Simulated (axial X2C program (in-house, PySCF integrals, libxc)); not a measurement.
Curves of GeS⁺ by EOM-IP-CCSD

Computed with an in-house all-electron X2C program for linear molecules (integrals from PySCF): two-component X2C with atomic mean-field Coulomb and Gaunt terms, Gaussian nuclei, basis Ge dyall-cv3z, S dyall-av3z with contracted cores.

Energies in eV from the lowest point of the lowest state; states are followed by energy order within each Ω. Reference: GeS, 20 electrons correlated in 82 virtual spinors with an MP2 remainder; levels at this size can be off by some tenths of an eV. Masses 73.921 and 31.972 u.

| R (Å) | (1)Ω=3/2 | (1)Ω=1/2 | (2)Ω=1/2 | (3)Ω=1/2 |
| --- | --- | --- | --- | --- |
| 1.854 | 1.2837 | 0.7401 | 1.3444 | 5.4301 |
| 1.934 | 0.6082 | 0.4462 | 0.6664 | 5.1041 |
| 2.015 | 0.2148 | 0.2692 | 0.3774 | 5.0452 |
| 2.106 | 0.0158 | 0.0692 | 0.4758 | 5.2035 |
| 2.196 | 0.0000 | 0.0521 | 0.6968 | 5.5215 |
| 2.317 | 0.1691 | 0.2198 | 1.1021 | 6.0920 |

T1 of the reference reaches 0.029 (Lee–Taylor). Curves followed by order can swap character. Number of frozen shells: Ge 3 s, 2 p; S 2 s, 1 p. Roots with under 60 % one-particle weight at any point are counted in the labels but not shown, and the list ends where the roots sought for some Ω run out; states that need a further excitation are missing and may lie low or lowest. Curves with a minimum but no constants failed the fit check.
